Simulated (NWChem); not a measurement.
Molecule: BeGeH4; SMILES [BeH][GeH3]

Problem. Give the equilibrium geometry at PBE0/def2-SVP (NWChem) as a Z-matrix, with the point group.

Solution. point group C3v; any orientation.
```
Ge
H 1 1.5457
H 1 1.5458 2 106.05
H 1 1.5458 2 106.05 3 112.47
Be 1 2.2101 2 112.74 4 123.72
H 5 1.3399 4 153.00 1 179.98
```
